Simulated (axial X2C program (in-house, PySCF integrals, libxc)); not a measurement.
# TeSH: properties at the nuclei

Calculated with an in-house all-electron X2C program for linear molecules (integrals from PySCF): two-component X2C with atomic mean-field Coulomb and Gaunt terms, Gaussian nuclei, basis Te dyall-v3z, S dyall-av3z, H dyall-v3z with contracted cores.

Te–S–H held linear, with bonds 2.477 and 1.373 Å (near the PBE0 minimum at charge 0 of the determinant lowest at the starting distance; the state shown can have its own minimum elsewhere, held linear; other orders of the atoms were not compared).

Determinant lowest in the PBE0 search, Ω = 3/2 (⟨Sz⟩ = 1.19, ⟨Lz⟩ = 0.31 at PBE0), spin on the atoms Te 0.85, S 0.26, H 0.07:

| level | Eeff magnitude (GV/cm) | Ws magnitude Te (kHz) | A∥/gI Te (MHz) | qzz Te (a.u.) | A∥/gI S (MHz) | qzz S (a.u.) | A∥/gI H (MHz) | qzz H (a.u.) | μ (D) |
| --- | --- | --- | --- | --- | --- | --- | --- | --- | --- |
| PBE0 | 12 | 4.9 | 332 | 5.27 | 227 | 1.94 | 16.3 | 0.21 | -1.07 |
| HF | 21.2 | 8.63 | 549 | 4.35 | 253 | 2.09 | 18.2 | 0.21 | -2.30 |
| PBE | 9.91 | 4.05 | 242 | 4.64 | 224 | 1.85 | 17.4 | 0.21 | -0.79 |

Determinant 0.60 eV from it at PBE0 and this distance, Ω = 1/2 (⟨Sz⟩ = 0.47, ⟨Lz⟩ = 0.03 at PBE0), spin on the atoms Te 0.41, S -0.06, H 0.12:

| level | Eeff magnitude (GV/cm) | Ws magnitude Te (kHz) | A∥/gI Te (MHz) | qzz Te (a.u.) | A∥/gI S (MHz) | qzz S (a.u.) | A∥/gI H (MHz) | qzz H (a.u.) | μ (D) |
| --- | --- | --- | --- | --- | --- | --- | --- | --- | --- |
| PBE0 | 7.24 | 9.07 | 1150 | 1.56 | 899 | 1.59 | 70 | 0.21 | -0.87 |
| HF | 10.2 | 12.8 | 1320 | 0.30 | 946 | 1.78 | 78.5 | 0.21 | -1.91 |
| PBE | 6.3 | 7.91 | 937 | 1.82 | 967 | 1.56 | 70.6 | 0.21 | -0.70 |

Eeff is the effective electric field on the electron electric dipole moment in this Ω state and Ws the scalar–pseudoscalar constant of the nucleus named (defined with the proton number Z and per Ω); A∥ (defined per Ω) follows by multiplying with gI = μI/(I μN); qzz is the electric field gradient, eQq0 = 234.96 MHz × Q/barn × qzz; μ is positive if the H end (last atom) is positive. The operators were transformed with the bare-nucleus X2C matrices; with these basis sets, hyperfine constants and field gradients can be off by tens of per cent, and where levels differ in sign neither size nor sign is settled.

Problem. With gI(33S) = 0.4292, Q(33S) = -0.0694 barn, gI(1H) = 5.5857 (g factors from the IAEA table of nuclear moments by Stone; Q from Pyykkö, Mol. Phys. 2018), turn the PBE0 values of the first state into constants in MHz.

Solution. A∥(33S) = 227 × 0.4292 = 97.4 MHz; eQq0(33S) = 234.96 × (-0.0694) × (1.94) = -31.6 MHz; A∥(1H) = 16.3 × 5.5857 = 91 MHz.

The molecule was held linear; bending was not examined, so a bent shape may lie lower. Hydrosulfides and their kin are strongly bent in nature, so this linear model does not describe the real molecule.

Each state is one determinant with collinear spin, which with several unpaired electrons need not be a pure state. Unrestricted Hartree–Fock can overshoot spin polarisation at the nuclei. With several open shells hyperfine constants can be off by a factor of several. Where Eeff spreads by more than a factor of two the levels disagree and none is to be relied on. The search compared states at one distance, so a state with another bond length can lie lower. Where a field gradient or hyperfine factor spreads by more than a factor of two over the levels, a constant derived from it is not to be relied on. PBE0 term energies can be off by some tenths of an eV.
